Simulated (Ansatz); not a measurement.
Start from `[OH][Hf]([OH])([OH])[OH]` and change one atom or group to get `[OH][Hf]([OH])([OH])[F]`.

Ansatz, PBE0-D4/def2-TZVP geometries, multiplicity 1. Each molecule was computed in one conformer, which needn't be the lowest.

Elements past krypton have def2 core potentials.

```
                                      property  `[OH][Hf]([OH])([OH])[OH]`
           HOMO energy (B3LYP/def2-TZVPP) / eV                       -8.26
zero-point energy (PBE0-D4/def2-TZVP) / kJ/mol                       126.3
         HOMO energy (ωB97M-V/def2-TZVPP) / eV                      -10.99
         LUMO energy (ωB97M-V/def2-TZVPP) / eV                        1.15
             HOMO energy (PBE/def2-TZVPP) / eV                       -6.84
           LUMO energy (B3LYP/def2-TZVPP) / eV                       -0.32
```

(1) What does the change do to each property? (An estimate is asked.)

Answers

(1) The calculation gave: 
```json
{"property": "HOMO energy (B3LYP/def2-TZVPP) / eV", "`[OH][Hf]([OH])([OH])[F]`": "-8.72", "shift": "-0.46"}
{"property": "zero-point energy (PBE0-D4/def2-TZVP) / kJ/mol", "`[OH][Hf]([OH])([OH])[F]`": "100.9", "shift": "-25.4"}
{"property": "HOMO energy (ωB97M-V/def2-TZVPP) / eV", "`[OH][Hf]([OH])([OH])[F]`": "-11.44", "shift": "-0.45"}
{"property": "LUMO energy (ωB97M-V/def2-TZVPP) / eV", "`[OH][Hf]([OH])([OH])[F]`": "0.97", "shift": "-0.18"}
{"property": "HOMO energy (PBE/def2-TZVPP) / eV", "`[OH][Hf]([OH])([OH])[F]`": "-7.28", "shift": "-0.44"}
{"property": "LUMO energy (B3LYP/def2-TZVPP) / eV", "`[OH][Hf]([OH])([OH])[F]`": "-0.50", "shift": "-0.18"}
```

With PBE0 the HOMO falls by 0.46 eV and the LUMO falls by 0.18 eV, so the gap widens by about 0.28 eV. PBE moves the HOMO by -0.44 eV and ωB97M-V by -0.45 eV. The zero-point energy changes by -25.4 kJ/mol with -3 modes.

B3LYP here is the variant with VWN-RPA as its local correlation; programs differ in this.
